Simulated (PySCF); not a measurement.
# Field gradients at the hydrogen positions

Compound: ethyl methyl carbonate, C4H8O3.
Z-matrix (Å and degrees, PBE0-D3(BJ)/def2-SVP geometry), rows numbered from 1:
```
C 
C   1  1.5110
O   2  1.4272  1  111.82
C   3  1.3268  2  116.00  1   -80.76
O   4  1.2034  3  126.16  2    -2.62
O   4  1.3284  3  108.47  2   177.73
C   6  1.4146  4  115.28  3   179.58
H   1  1.1004  2  109.95  3  -175.55
H   1  1.0993  2  110.64  3    65.16
H   1  1.1001  2  110.84  3   -55.89
H   2  1.1006  1  110.96  3  -121.99
H   2  1.0987  1  111.38  3   116.59
H   7  1.1001  6  111.05  4   -59.37
H   7  1.0962  6  106.17  4  -179.08
H   7  1.1003  6  111.01  4    61.30
```

Level: PBE0/pcSseg-1 (PySCF, non-relativistic); Q(2H) = 0.00286 b; rigid geometry, the same for H and D, with no vibrational averaging.

**Question.** Give the electric field gradient Vzz (the principal value of largest size), its asymmetry and the 2H coupling at each hydrogen.

**Answer.** 
```csv
atom,bonded to,bond length (Å),Vzz (au),η,χzz (kHz)
H8,C1,1.100,0.2923,0.03,196
H9,C1,1.099,0.2891,0.02,194
H10,C1,1.100,0.2912,0.02,196
H11,C2,1.101,0.2752,0.11,185
H12,C2,1.099,0.2831,0.07,190
H13,C7,1.100,0.2810,0.11,189
H14,C7,1.096,0.2899,0.08,195
H15,C7,1.100,0.2810,0.11,189
```

**Question.** A static deuteron (I = 1) shows a doublet split by (3/2)χ, (3/4)χ(1 + η) and (3/4)χ(1 − η) with the field along z, y and x of the gradient. What are these for H9?

**Answer.** With |χ| = 194.3 kHz and η = 0.019: 291, 148 and 143 kHz, to first order and without motion.

One conformer (not necessarily the lowest) at the PBE0-D3(BJ)/def2-SVP geometry, without solvent, vibrations or thermal averaging. With so small a basis the couplings can be 20 % off.

These values come from a run that also computed NMR shieldings. On an Arm Neoverse V1 with one thread, no GPU, on a shared host, this took 16 s wall.
